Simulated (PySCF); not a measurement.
Cl2Ge, SMILES [Cl][Ge][Cl] (connectivity only; charge and spin as stated), charge -1, multiplicity 2. The structure is a stationary point at B3LYP-D3(BJ)/def2-SVPD. The spin state was assumed, not searched. The isomer is the one that the SMILES or the coordinates give; other isomers of the formula were not compared.

Level of theory: B3LYP-D3(BJ)/def2-SVPD in PySCF 2.14.0.

Harmonic wavenumbers (cm⁻¹): 107, 254, 287. Rotational constants (GHz): 5.945, 2.126, 1.566; symmetry number 2.

### Question
Work out the zero-point energy and the ideal-gas rigid-rotor harmonic-oscillator thermochemistry at 298.15 K and 1 atm.

### Answer
ZPE = ½ Σ hcν = ½ × 648 cm⁻¹ = 3.87 kJ/mol. H − E(el) = 18.09 kJ/mol. Entropy in J/(mol K): translation 170.69, rotation 107.99, vibration 27.29, spin 5.76, total 311.73. G − E(el) = -74.85 kJ/mol. Cp = 55.84 J/(mol K). Modes under 150 cm⁻¹ make the vibrational entropy uncertain.
